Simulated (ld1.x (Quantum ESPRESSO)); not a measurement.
PBEsol TM dataset for Sn, fully relativistic all-electron reference.

The input file (ld1.x (Quantum ESPRESSO) 7.5):

```
&input
   title='Sn', zed=50., rel=2, dft='PBESOL', iswitch=3,
   config='[Kr] 4d10 5s1.5 5p2.5', rel_dist='average',
   nld=5, rlderiv=2.60, eminld=-4.0, emaxld=5.0, deld=0.02
 /
 &inputp
   pseudotype=2, tm=.true., lloc=0,
   nlcc=.false.,
   file_pseudopw='Sn.UPF', file_wfcaegen='ae.wfc', file_wfcncgen='nc.wfc', file_beta='beta', file_chi='chi'
 /
3
5P  2  1   2.50   0.00  2.40  2.40  0.0
4D  3  2  10.00   0.00  1.70  1.70  0.0
5S  1  0   1.50   0.00  1.95  1.95  0.0
 &test
   configts(1)='4d10 5s1.5 5p2.5'
 /
```

Command:

```bash
ld1.x < Sn.in > Sn.out
```

Resulting log (shortened: banner, matrices, multipoles, cross overlaps and the repeated all-electron block are left out):

```
Program LD1 v.7.5
     --------------------------- All-electron run ----------------------------

     Sn
     dirac relativistic calculation

     atomic number is 50.00
     dft =PBESOL   lsd =0 sic =0 latt =0  beta=0.20 tr2=1.0E-14
     Exchange-correlation= PBESOL
                           (   1   4  10   8   0   0   0)
     mesh =1243 r(mesh) = 100.78374 a.u. xmin = -7.00 dx = 0.01250
     1 Ry =  13.60569312 eV, c = 137.03599908

     n l j   nl                  e(Ry)          e(Ha)          e(eV)
     Spin orbit split results
     1 0 0.5 1S 1( 2.00)     -2130.0421     -1065.0210    -28980.6986
     2 0 0.5 2S 1( 2.00)      -321.5303      -160.7651     -4374.6426
     2 1 0.5 2P 1( 2.00)      -300.3794      -150.1897     -4086.8705
     2 1 1.5 2P 1( 4.00)      -283.4415      -141.7208     -3856.4187
     3 0 0.5 3S 1( 2.00)       -62.0777       -31.0389      -844.6102
     3 1 0.5 3P 1( 2.00)       -53.4859       -26.7429      -727.7121
     3 1 1.5 3P 1( 4.00)       -50.3931       -25.1966      -685.6336
     4 0 0.5 4S 1( 2.00)        -9.8800        -4.9400      -134.4246
     4 1 0.5 4P 1( 2.00)        -7.0222        -3.5111       -95.5421
     4 1 1.5 4P 1( 4.00)        -6.4638        -3.2319       -87.9445
     3 2 1.5 3D 1( 4.00)       -35.1960       -17.5980      -478.8665
     3 2 2.5 3D 1( 6.00)       -34.5574       -17.2787      -470.1774
     4 2 1.5 4D 1( 4.00)        -1.9956        -0.9978       -27.1518
     4 2 2.5 4D 1( 6.00)        -1.9188        -0.9594       -26.1060
     5 0 0.5 5S 1( 1.50)        -0.8108        -0.4054       -11.0319
     5 1 0.5 5P 1( 0.83)        -0.3202        -0.1601        -4.3565
     5 1 1.5 5P 1( 1.67)        -0.2855        -0.1427        -3.8839
     Averaged results
     1 0     1S 1( 2.00)     -2130.0421     -1065.0210    -28980.6986
     2 0     2S 1( 2.00)      -321.5303      -160.7651     -4374.6426
     2 1     2P 1( 6.00)      -289.0875      -144.5438     -3933.2360
     3 0     3S 1( 2.00)       -62.0777       -31.0389      -844.6102
     3 1     3P 1( 6.00)       -51.4240       -25.7120      -699.6598
     4 0     4S 1( 2.00)        -9.8800        -4.9400      -134.4246
     4 1     4P 1( 6.00)        -6.6499        -3.3250       -90.4771
     3 2     3D 1(10.00)       -34.8129       -17.4064      -473.6531
     4 2     4D 1(10.00)        -1.9495        -0.9748       -26.5244
     5 0     5S 1( 1.50)        -0.8108        -0.4054       -11.0319
     5 1     5P 1( 2.50)        -0.2970        -0.1485        -4.0414

     final scf error:  5.9E-15 reached in  28 iterations

     Etot =  -12352.249754 Ry,   -6176.124877 Ha, -168060.919532 eV

     Ekin =   13005.899613 Ry,    6502.949807 Ha,  176954.278923 eV
     Encl =  -29988.193659 Ry,  -14994.096829 Ha, -408010.160236 eV
     Eh   =    4954.853670 Ry,    2477.426835 Ha,   67414.218509 eV
     Exc  =    -324.809379 Ry,    -162.404689 Ha,   -4419.256728 eV

     normalization and overlap integrals

     s(1S/1S) =  1.000000  <r> =   0.0291  <r2> =    0.0011  r(max) =   0.0188
     s(2S/2S) =  1.000000  <r> =   0.1252  <r2> =    0.0185  r(max) =   0.1068
     s(2P/2P) =  1.000000  <r> =   0.1058  <r2> =    0.0138  r(max) =   0.0821
     s(2P/2P) =  1.000000  <r> =   0.1112  <r2> =    0.0151  r(max) =   0.0863
     s(3S/3S) =  1.000000  <r> =   0.3393  <r2> =    0.1318  r(max) =   0.3090
     s(3P/3P) =  1.000000  <r> =   0.3300  <r2> =    0.1266  r(max) =   0.2939
     s(3P/3P) =  1.000000  <r> =   0.3413  <r2> =    0.1352  r(max) =   0.3051
     s(4S/4S) =  1.000000  <r> =   0.8186  <r2> =    0.7586  r(max) =   0.7412
     s(4P/4P) =  1.000000  <r> =   0.8656  <r2> =    0.8566  r(max) =   0.7695
     s(4P/4P) =  1.000000  <r> =   0.8955  <r2> =    0.9170  r(max) =   0.7989
     s(3D/3D) =  1.000000  <r> =   0.3126  <r2> =    0.1161  r(max) =   0.2498
     s(3D/3D) =  1.000000  <r> =   0.3162  <r2> =    0.1186  r(max) =   0.2530
     s(4D/4D) =  1.000000  <r> =   1.0896  <r2> =    1.4125  r(max) =   0.8829
     s(4D/4D) =  1.000000  <r> =   1.1044  <r2> =    1.4520  r(max) =   0.8940
     s(5S/5S) =  1.000000  <r> =   2.3763  <r2> =    6.4492  r(max) =   2.0147
     s(5P/5P) =  1.000000  <r> =   3.0733  <r2> =   11.0267  r(max) =   2.4608
     s(5P/5P) =  1.000000  <r> =   3.2211  <r2> =   12.1235  r(max) =   2.5548

     ------------------------ End of All-electron run ------------------------

     --------------------- Generating NC pseudopotential ---------------------

      Generating local pot.: lloc=0, matching radius rcloc =   1.9500

     Fully relativistic calculation: |psi|^2

     Wfc 5P LC norm =  0.99995757 SC norm =  0.00004223 missing  0.00000020

     Wfc 5P LC norm =  0.99996154 SC norm =  0.00003362 missing  0.00000484

     Wfc 4D LC norm =  0.99967722 SC norm =  0.00032276 missing  0.00000003

     Wfc 4D LC norm =  0.99968458 SC norm =  0.00031518 missing  0.00000024

      Wfc   5P  rcut= 2.370  Using Troullier-Martins method

      Wfc   5P  rcut= 2.370  Using Troullier-Martins method

      Wfc   4D  rcut= 1.713  Using Troullier-Martins method

      Wfc   4D  rcut= 1.713  Using Troullier-Martins method

     ------------------- End of pseudopotential generation -------------------

     Computing logarithmic derivative in   2.60321
     Message from routine run_pseudo:
     Warning: convergence not achieved
     Computing logarithmic derivative in   2.60321
     Computing the partial wave expansion
       no projector for channel:   0
     R is outside the sphere for l=    1 j= 0.50
     R is outside the sphere for l=    1 j= 1.50
     R is outside the sphere for l=    2 j= 1.50
     R is outside the sphere for l=    2 j= 2.50

     ---------------------- Testing the pseudopotential ----------------------

     Sn
     dirac relativistic calculation

     atomic number is 50.00   valence charge is 14.00
     dft =PBESOL   lsd =0 sic =0 latt =0  beta=0.20 tr2=1.0E-14
     mesh =1243 r(mesh) = 100.78374 xmin = -7.00 dx = 0.01250

     n l  j  nl             e AE (Ry)       e PS (Ry)    De AE-PS (Ry)
     3 2 1.5 4D   1( 4.00)       -1.99562       -1.99562        0.00000
     3 2 2.5 4D   1( 6.00)       -1.91876       -1.91877        0.00001
     1 0 0.5 5S   1( 1.50)       -0.81083       -0.81083        0.00000
     2 1 0.5 5P   1( 0.83)       -0.32020       -0.32019       -0.00000
     2 1 1.5 5P   1( 1.67)       -0.28546       -0.28546        0.00000

     eps = 5.7E-13  iter =201

     Etot =  -12352.249754 Ry,   -6176.124877 Ha, -168060.919532 eV
     Etotps =  -134.558655 Ry,     -67.279328 Ha,   -1830.763768 eV

     Ekin =      99.176509 Ry,      49.588254 Ha,    1349.365145 eV
     Encl =    -208.782275 Ry,    -104.391138 Ha,   -2840.627567 eV
     Ehrt =     118.003237 Ry,      59.001618 Ha,    1605.515829 eV
     Ecxc =     -15.959758 Ry,      -7.979879 Ha,    -217.143569 eV
     Epseu=    -126.996368 Ry,     -63.498184 Ha,   -1727.873606 eV

     ---------------------- End of pseudopotential test ----------------------
```

Generation and configuration tests took about 5.6 s on one core of a shared server CPU.

Transferability test of the new file with ld1.x, input:

```
&input
   title='Sn', zed=50., rel=2, dft='PBESOL', iswitch=2,
   config='[Kr] 4d10 5s1.5 5p2.5', rel_dist='average'
 /
 &test
   file_pseudo='Sn.UPF', nconf=8,
   configts(1)='4d10 5s1.5 5p2.5',
   configts(2)='4d10 5s2 5p2',
   configts(3)='4d10 5s2 5p1',
   configts(4)='4d10 5s2 5p0',
   configts(5)='4d9 5s2 5p2',
   configts(6)='4d10 5s1 5p2',
   configts(7)='4d10 5s2 5p2.3',
   configts(8)='4d10 5s1 5p3'
 /
```

```bash
ld1.x < Sn.test.in > Sn.test.out
```

Pseudopotential blocks of its output, shortened (energy terms left out; the distinct warnings before each block abridged to one line each):

```
     Warning: convergence not achieved
     ---------------------- Testing the pseudopotential ----------------------

     n l  j  nl             e AE (Ry)       e PS (Ry)    De AE-PS (Ry)
     3 2 1.5 4D   1( 4.00)       -1.99562       -1.99562        0.00000
     3 2 2.5 4D   1( 6.00)       -1.91876       -1.91877        0.00001
     1 0 0.5 5S   1( 1.50)       -0.81083       -0.81083        0.00000
     2 1 0.5 5P   1( 0.83)       -0.32020       -0.32019       -0.00000
     2 1 1.5 5P   1( 1.67)       -0.28546       -0.28546        0.00000

     eps = 1.2E-11  iter =201

     Etot =  -12352.249754 Ry,   -6176.124877 Ha, -168060.919532 eV
     Etotps =  -134.558655 Ry,     -67.279328 Ha,   -1830.763768 eV

     ---------------------- End of pseudopotential test ----------------------

          Warning: convergence not achieved
     ---------------------- Testing the pseudopotential ----------------------

     n l  j  nl             e AE (Ry)       e PS (Ry)    De AE-PS (Ry)
     3 2 1.5 4D   1( 4.00)       -1.94025       -1.93952       -0.00073
     3 2 2.5 4D   1( 6.00)       -1.86355       -1.86285       -0.00070
     1 0 0.5 5S   1( 2.00)       -0.77812       -0.77817        0.00005
     2 1 0.5 5P   1( 0.67)       -0.29554       -0.29560        0.00006
     2 1 1.5 5P   1( 1.33)       -0.26225       -0.26234        0.00009

     eps = 4.2E-11  iter =201

     Etot =  -12352.504411 Ry,   -6176.252205 Ha, -168064.384312 eV
     Etotps =  -134.813308 Ry,     -67.406654 Ha,   -1834.228499 eV
     dEtot_ae =      -0.254657 Ry
     dEtot_ps =      -0.254653 Ry,   Delta E=      -0.000004 Ry

     ---------------------- End of pseudopotential test ----------------------

          Warning: convergence not achieved
     ---------------------- Testing the pseudopotential ----------------------

     n l  j  nl             e AE (Ry)       e PS (Ry)    De AE-PS (Ry)
     3 2 1.5 4D   1( 4.00)       -2.52798       -2.52385       -0.00413
     3 2 2.5 4D   1( 6.00)       -2.45110       -2.44707       -0.00403
     1 0 0.5 5S   1( 2.00)       -1.31394       -1.31380       -0.00014
     2 1 0.5 5P   1( 0.33)       -0.78531       -0.78538        0.00007
     2 1 1.5 5P   1( 0.67)       -0.74253       -0.74266        0.00013

     eps = 7.9E-11  iter =201

     Etot =  -12351.996458 Ry,   -6175.998229 Ha, -168057.473266 eV
     Etotps =  -134.305270 Ry,     -67.152635 Ha,   -1827.316286 eV
     dEtot_ae =       0.253296 Ry
     dEtot_ps =       0.253385 Ry,   Delta E=      -0.000089 Ry

     ---------------------- End of pseudopotential test ----------------------

          Warning: convergence not achieved
     ---------------------- Testing the pseudopotential ----------------------

     n l  j  nl             e AE (Ry)       e PS (Ry)    De AE-PS (Ry)
     3 2 1.5 4D   1( 4.00)       -3.22085       -3.21135       -0.00950  !
     3 2 2.5 4D   1( 6.00)       -3.14357       -3.13430       -0.00927  !
     1 0 0.5 5S   1( 2.00)       -1.92229       -1.92195       -0.00034
     2 1 0.5 5P   1( 0.00)       -1.34410       -1.34427        0.00016
     2 1 1.5 5P   1( 0.00)       -1.29105       -1.29139        0.00034

     eps = 7.5E-11  iter =201

     Etot =  -12350.968227 Ry,   -6175.484114 Ha, -168043.483470 eV
     Etotps =  -133.276854 Ry,     -66.638427 Ha,   -1813.323978 eV
     dEtot_ae =       1.281527 Ry
     dEtot_ps =       1.281801 Ry,   Delta E=      -0.000274 Ry

     ---------------------- End of pseudopotential test ----------------------

          Warning: convergence not achieved
     ---------------------- Testing the pseudopotential ----------------------

     n l  j  nl             e AE (Ry)       e PS (Ry)    De AE-PS (Ry)
     3 2 1.5 4D   1( 3.60)       -2.97975       -3.01536        0.03561  !
     3 2 2.5 4D   1( 5.40)       -2.89870       -2.93361        0.03491  !
     1 0 0.5 5S   1( 2.00)       -1.48548       -1.48357       -0.00191
     2 1 0.5 5P   1( 0.67)       -0.90807       -0.90398       -0.00409
     2 1 1.5 5P   1( 1.33)       -0.85672       -0.85200       -0.00472

     eps = 7.8E-12  iter =201

     Etot =  -12350.105806 Ry,   -6175.052903 Ha, -168031.749636 eV
     Etotps =  -132.397143 Ry,     -66.198571 Ha,   -1801.354895 eV
     dEtot_ae =       2.143948 Ry
     dEtot_ps =       2.161512 Ry,   Delta E=      -0.017565 Ry

     ---------------------- End of pseudopotential test ----------------------

          Warning: convergence not achieved
     ---------------------- Testing the pseudopotential ----------------------

     n l  j  nl             e AE (Ry)       e PS (Ry)    De AE-PS (Ry)
     3 2 1.5 4D   1( 4.00)       -2.63611       -2.63376       -0.00235
     3 2 2.5 4D   1( 6.00)       -2.55887       -2.55658       -0.00230
     1 0 0.5 5S   1( 1.00)       -1.37917       -1.37880       -0.00037
     2 1 0.5 5P   1( 0.67)       -0.83931       -0.83911       -0.00020
     2 1 1.5 5P   1( 1.33)       -0.79443       -0.79426       -0.00017

     eps = 1.2E-10  iter =201

     Etot =  -12351.432939 Ry,   -6175.716470 Ha, -168049.806201 eV
     Etotps =  -133.741973 Ry,     -66.870987 Ha,   -1819.652247 eV
     dEtot_ae =       0.816815 Ry
     dEtot_ps =       0.816682 Ry,   Delta E=       0.000133 Ry

     ---------------------- End of pseudopotential test ----------------------

          Warning: convergence not achieved
     ---------------------- Testing the pseudopotential ----------------------

     n l  j  nl             e AE (Ry)       e PS (Ry)    De AE-PS (Ry)
     3 2 1.5 4D   1( 4.00)       -1.79178       -1.79161       -0.00017
     3 2 2.5 4D   1( 6.00)       -1.71510       -1.71495       -0.00015
     1 0 0.5 5S   1( 2.00)       -0.63850       -0.63859        0.00008
     2 1 0.5 5P   1( 0.77)       -0.16824       -0.16830        0.00006
     2 1 1.5 5P   1( 1.53)       -0.13766       -0.13774        0.00008

     eps = 6.6E-11  iter =201

     Etot =  -12352.567308 Ry,   -6176.283654 Ha, -168065.240080 eV
     Etotps =  -134.876226 Ry,     -67.438113 Ha,   -1835.084542 eV
     dEtot_ae =      -0.317554 Ry
     dEtot_ps =      -0.317571 Ry,   Delta E=       0.000017 Ry

     ---------------------- End of pseudopotential test ----------------------

          Warning: convergence not achieved
     ---------------------- Testing the pseudopotential ----------------------

     n l  j  nl             e AE (Ry)       e PS (Ry)    De AE-PS (Ry)
     3 2 1.5 4D   1( 4.00)       -2.04890       -2.04977        0.00086
     3 2 2.5 4D   1( 6.00)       -1.97186       -1.97272        0.00085
     1 0 0.5 5S   1( 1.00)       -0.84178       -0.84175       -0.00004
     2 1 0.5 5P   1( 1.00)       -0.34349       -0.34342       -0.00007
     2 1 1.5 5P   1( 2.00)       -0.30737       -0.30729       -0.00009

     eps = 4.1E-11  iter =201

     Etot =  -12351.990698 Ry,   -6175.995349 Ha, -168057.394894 eV
     Etotps =  -134.299587 Ry,     -67.149793 Ha,   -1827.238961 eV
     dEtot_ae =       0.259056 Ry
     dEtot_ps =       0.259069 Ry,   Delta E=      -0.000012 Ry

     ---------------------- End of pseudopotential test ----------------------
```
